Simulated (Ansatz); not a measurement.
This geometry of BrClF3HHf (7 atoms, charge 0, multiplicity 1) is a first-order saddle point.

These are results of Ansatz, RHF/def2-SVP, not measurements.

```xyz
7
Properties=species:S:1:pos:R:3
Hf -0.299 0.000 0.007
Cl 0.024 0.000 2.611
F 1.600 0.000 -0.105
F -0.700 1.562 -0.991
F -0.700 -1.562 -0.991
Br -2.839 0.000 1.280
H -1.519 0.000 2.368
```

Question: Which two structures does it join? (They come from a converged band through this point; their orientation in space is the band's.)

Answer: Bonds broken: Hf1–Cl2, Br6–H7. Bonds formed: Hf1–Br6, Cl2–H7. BrClF3HHf becomes BrF3Hf + ClH.

Initial state:

```xyz
7
Properties=species:S:1:pos:R:3
Hf 0.192 0.000 0.007
Cl 0.546 0.000 2.373
F 1.932 0.000 -0.753
F -0.609 1.589 -0.679
F -0.609 -1.589 -0.679
Br -3.123 0.000 1.272
H -2.763 0.000 2.635
```

Final state:

```xyz
7
Properties=species:S:1:pos:R:3
Hf -0.470 0.000 -0.770
Cl -0.162 0.000 3.873
F 1.083 0.000 0.325
F -0.404 1.540 -1.885
F -0.404 -1.540 -1.885
Br -2.646 0.000 0.538
H -1.430 0.000 3.981
```

Question: How far does it lie above each of them?

Answer: 0.95 eV above the first and 0.78 eV above the second. This is the barrier of this one path; another mechanism may lie lower. The orbitals stay closed-shell, which can raise the energy where a bond breaks towards radicals; this wasn't checked here.

Time of the run: 2.8 min on 2 threads of Arm Neoverse V2 (shared host), peak memory 0.34 GiB.
